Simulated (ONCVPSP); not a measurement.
# Scattering properties, ONCV potential for magnesium (Mg)

| Property | Result |
| --- | --- |
| Element | Mg (Z = 12) |
| Generator | ONCVPSP 4.0.1 |
| Type | optimised norm-conserving Vanderbilt (ONCV) |
| Functional | LDA (Perdew-Zunger) |
| Relativity | scalar-relativistic |
| Frozen core | [Ne] |
| Valence charge | 2 |
| Reference configuration | 3s1 (charge +1) |
| Partial waves | 3s: rc 1.80 bohr, ncon 5, nbas 9, qcut 3.4 1/bohr, 2 projectors, debl 3.1 Ha; p scattering state at 0.06 Ha: rc 1.65 bohr, ncon 3, nbas 7, qcut 4.4 1/bohr, local |
| Local potential | the p channel |
| Core correction | polynomial model core, fcfact 0.5 |

The phase is arctan(r·R′/R) of the radial function R(r), unwrapped; energies in Ha, scanned from -2 to 5 Ha. A pole is an energy at which the radial function vanishes at the test radius. The pseudo phase is shifted by a multiple of π to meet the all-electron one at the reference energy, and phase errors are pseudo minus all-electron; the curves can meet again beyond the range given. Levels narrower than the energy grid can be missing from the lists of poles.

Problem. For each channel, where are the poles, and over which energies does the pseudopotential scatter like the atom?

Solution.

```json
{"channel": "s", "radius (bohr)": "1.83", "reference energy (Ha)": "-0.42", "poles, all-electron": "2.47", "poles, pseudo": "2.47", "unbroken range about the reference energy with phases within 0.05 rad": "below 3.9", "phase error 1 Ha above the reference energy (rad)": "-0.006"}
{"channel": "p", "radius (bohr)": "1.67", "reference energy (Ha)": "0.06", "poles, all-electron": "-1.93, 3.64", "poles, pseudo": "2.53", "unbroken range about the reference energy with phases within 0.05 rad": "-0.6 to 0.5", "phase error 1 Ha above the reference energy (rad)": "-0.089"}
```

Phases in the s channel:

```csv
E (Ha),all-electron,pseudo
-1.98,1.127,1.101
-1.62,1.024,1.004
-1.26,0.860,0.846
-0.90,0.568,0.561
-0.54,0.051,0.051
-0.18,-0.563,-0.565
0.18,-0.969,-0.974
0.54,-1.190,-1.196
0.90,-1.320,-1.326
1.26,-1.406,-1.410
1.62,-1.468,-1.471
1.98,-1.516,-1.518
2.34,-1.557,-1.557
2.70,-1.594,-1.594
3.06,-1.629,-1.631
3.42,-1.667,-1.675
3.78,-1.710,-1.742
4.14,-1.763,-1.906
4.50,-1.836,-3.345
4.86,-1.952,-4.510
```
